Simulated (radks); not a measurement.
Q: The platinum ion Pt+ is in [Xe] 4f14 5d9. Calculated with a radial shooting solver on a logarithmic mesh with Libxc functionals: scalar-relativistic Kohn-Sham, BLYP, spin-polarised, spherical densities, finite nucleus; Fermi nuclear charge, rms radius of each element as measured or else 0.836 A^(1/3) + 0.57 fm. Open shells are filled with parallel spins first. One electron is removed from 5p, 5s, 5d, 4f in turn, with full relaxation. Which removal costs least, and what does each cost?

A: 5d 19.390 eV; 5p 70.577 eV; 4f 89.725 eV; 5s 116.92 eV. The 5d electron leaves first.
